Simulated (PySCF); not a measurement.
Cl2H4SSi2, SMILES Cl[SiH2]S[SiH2]Cl.

The structure is a stationary point at PBE-D3(BJ)/def2-SVP. This is a generated structure with no PubChem entry under its InChIKey; it may be hypothetical. Other conformers were not sampled.

Method: PBE-D3(BJ)/def2-SVP (PySCF 2.14.0).

Frequencies are harmonic and unscaled.

Computed harmonic wavenumbers and intensities:
| mode | ν (cm⁻¹) | IR (km/mol) | moving atoms (share of kinetic energy) |
|---|---|---|---|
| 1 | 30 | 0.6 | Cl 74 %, Si 15 % |
| 2 | 51 | 1.7 | Si 43 %, Cl 31 %, H 17 %, S 8 % |
| 3 | 104 | 0.1 | Si 50 %, Cl 31 %, H 17 % |
| 4 | 172 | 0.8 | Si 36 %, Cl 28 %, S 27 %, H 10 % |
| 5 | 188 | 5.5 | S 50 %, Cl 31 %, Si 16 % |
| 6 | 457 | 0.7 | Si 48 %, S 29 %, Cl 12 %, H 10 % |
| 7 | 479 | 54.1 | Si 41 %, S 36 %, H 13 %, Cl 9 % |
| 8 | 520 | 20.6 | H 62 %, Si 22 %, Cl 10 % |
| 9 | 547 | 11.9 | Si 49 %, Cl 32 %, H 18 % |
| 10 | 547 | 210.5 | Si 51 %, Cl 27 %, S 11 %, H 10 % |
| 11 | 584 | 34.8 | H 58 %, Si 24 %, S 13 % |
| 12 | 688 | 6.8 | H 98 % |
| 13 | 710 | 0.0 | H 97 % |
| 14 | 801 | 303.7 | H 94 % |
| 15 | 854 | 119.1 | H 89 %, Si 11 % |
| 16 | 895 | 6.9 | H 96 % |
| 17 | 897 | 180.1 | H 95 % |
| 18 | 2187 | 79.8 | H 98 % |
| 19 | 2189 | 19.9 | H 98 % |
| 20 | 2211 | 95.5 | H 96 % |
| 21 | 2212 | 61.7 | H 96 % |
